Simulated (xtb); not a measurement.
xtb input (GFN1-xTB):

```bash
xtb mol.xyz --gfn 1 --sp --chrg 0 --uhf 0
```
mol.xyz:
```
19

C     -1.41490674    -0.49297597     1.19936498
C     -0.80774279    -0.01814522    -0.12965632
C     -1.79461691     0.90581779    -0.84890219
C     -0.49910516    -1.22655333    -1.01590636
N      0.43542412     0.73125978     0.10874199
Si     2.02352737     0.10273288     0.32125847
H     -1.63470220     0.36063040     1.84415534
H     -0.71704402    -1.14438588     1.72780094
H     -2.34425866    -1.04396310     1.03800290
H     -1.37850727     1.24059348    -1.79974591
H     -2.00832251     1.78850758    -0.24067214
H     -2.74068348     0.39595396    -1.04000535
H     -0.05800880    -0.91083026    -1.96190285
H      0.19436208    -1.91444378    -0.52584661
H     -1.41334430    -1.78203667    -1.22763660
H      0.26230003     1.62999685     0.53463365
H      2.57475721    -0.45746720    -0.93594759
H      2.13041093    -0.97780386     1.34107086
H      2.85391839     1.24930998     0.75788045
```

End of the output:

```
         :::::::::::::::::::::::::::::::::::::::::::::::::::::
         ::                     SUMMARY                     ::
         :::::::::::::::::::::::::::::::::::::::::::::::::::::
         :: total energy             -20.586087001113 Eh    ::
         :: gradient norm              0.030508034750 Eh/a0 ::
         :: HOMO-LUMO gap              6.113258778088 eV    ::
         ::.................................................::
         :: SCC energy               -20.827646267721 Eh    ::
         :: -> electrostatic           0.019388260878 Eh    ::
         :: repulsion energy           0.249635209714 Eh    ::
         :: dispersion energy         -0.008075943105 Eh    ::
         :: halogen bond corr.         0.000000000000 Eh    ::
         :: add. restraining           0.000000000000 Eh    ::
         :: total charge              -0.000000000000 e     ::
         :::::::::::::::::::::::::::::::::::::::::::::::::::::

           -------------------------------------------------
          |                Property Printout                |
           -------------------------------------------------

    * Orbital Energies and Occupations

         #    Occupation            Energy/Eh            Energy/eV
      -------------------------------------------------------------
         1        2.0000           -0.7465074             -20.3135
       ...           ...                  ...                  ...
         7        2.0000           -0.5586379             -15.2013
         8        2.0000           -0.5455565             -14.8453
         9        2.0000           -0.5428705             -14.7723
        10        2.0000           -0.5195207             -14.1369
        11        2.0000           -0.5155230             -14.0281
        12        2.0000           -0.5013168             -13.6415
        13        2.0000           -0.4997081             -13.5978
        14        2.0000           -0.4830847             -13.1454
        15        2.0000           -0.4806365             -13.0788
        16        2.0000           -0.4628935             -12.5960
        17        2.0000           -0.4543047             -12.3623
        18        2.0000           -0.4517667             -12.2932
        19        2.0000           -0.4065264             -11.0621 (HOMO)
        20                         -0.1818682              -4.9489 (LUMO)
        21                         -0.1583857              -4.3099
        22                         -0.1463190              -3.9815
        23                         -0.1234059              -3.3580
        24                         -0.1203603              -3.2752
        25                         -0.1175595              -3.1990
        26                         -0.0908233              -2.4714
        27                         -0.0808941              -2.2012
        28                         -0.0680683              -1.8522
        29                         -0.0619159              -1.6848
        30                         -0.0507590              -1.3812
       ...                                ...                  ...
        55                          1.3828886              37.6303
      -------------------------------------------------------------
                  HL-Gap            0.2246581 Eh            6.1133 eV
             Fermi-level           -0.2941973 Eh           -8.0055 eV

  Mulliken/CM5 charges         n(s)   n(p)   n(d)
     1C    -0.10769 -0.24953   1.021  3.087  0.000
     2C     0.16954  0.19277   1.061  2.770  0.000
     3C    -0.10681 -0.24897   1.019  3.088  0.000
     4C    -0.09503 -0.23546   1.017  3.078  0.000
     5N    -0.42172 -0.74070   1.446  3.976  0.000
     6Si    0.27860  0.05873   1.216  1.840  0.665
     7H     0.03118  0.08570   0.969  0.000  0.000
     8H     0.03893  0.09418   0.961  0.000  0.000
     9H     0.02973  0.08241   0.970  0.000  0.000
    10H     0.03648  0.09151   0.964  0.000  0.000
    11H     0.02948  0.08405   0.971  0.000  0.000
    12H     0.02977  0.08267   0.970  0.000  0.000
    13H     0.04089  0.09671   0.959  0.000  0.000
    14H     0.04331  0.10018   0.957  0.000  0.000
    15H     0.02893  0.08219   0.971  0.000  0.000
    16H     0.21580  0.41544   0.784  0.000  0.000
    17H    -0.07869  0.00480   1.079  0.000  0.000
    18H    -0.08324 -0.00148   1.083  0.000  0.000
    19H    -0.07946  0.00481   1.079  0.000  0.000

Wiberg/Mayer (AO) data.
largest (>0.10) Wiberg bond orders for each atom

 ---------------------------------------------------------------------------
     #   Z sym  total        # sym  WBO       # sym  WBO       # sym  WBO
 ---------------------------------------------------------------------------
     1   6 C    3.996 --     2 C    0.994     7 H    0.986     9 H    0.985
                             8 H    0.981
     2   6 C    3.959 --     4 C    1.002     3 C    0.998     1 C    0.994
                             5 N    0.929
     3   6 C    3.996 --     2 C    0.998    12 H    0.985    11 H    0.985
                            10 H    0.985
     4   6 C    3.997 --     2 C    1.002    15 H    0.984    13 H    0.981
                            14 H    0.967
     5   7 N    3.257 --     6 Si   1.332     2 C    0.929    16 H    0.906
     6  14 Si   4.308 --     5 N    1.332    19 H    0.941    17 H    0.940
                            18 H    0.937
     7   1 H    1.005 --     1 C    0.986
     8   1 H    1.005 --     1 C    0.981
     9   1 H    1.004 --     1 C    0.985
    10   1 H    1.006 --     3 C    0.985
    11   1 H    1.006 --     3 C    0.985
    12   1 H    1.004 --     3 C    0.985
    13   1 H    1.004 --     4 C    0.981
    14   1 H    1.003 --     4 C    0.967
    15   1 H    1.004 --     4 C    0.984
    16   1 H    0.958 --     5 N    0.906
    17   1 H    0.989 --     6 Si   0.940
    18   1 H    0.989 --     6 Si   0.937
    19   1 H    0.988 --     6 Si   0.941
 ---------------------------------------------------------------------------

Topologies differ in total number of bonds
Writing topology from bond orders to xtbtopo.mol

 dipole moment from electron density (au)
     X       Y       Z
  -0.8169   0.2188   0.1265  total (Debye):    2.173

           -------------------------------------------------
          | TOTAL ENERGY              -20.586087001113 Eh   |
          | GRADIENT NORM               0.030508034750 Eh/α |
          | HOMO-LUMO GAP               6.113258778088 eV   |
           -------------------------------------------------

------------------------------------------------------------------------
Note: The following floating-point exceptions are signalling: IEEE_DENORMAL
normal termination of xtb
------------------------------------------------------------------------
 total:
 SCF:
```
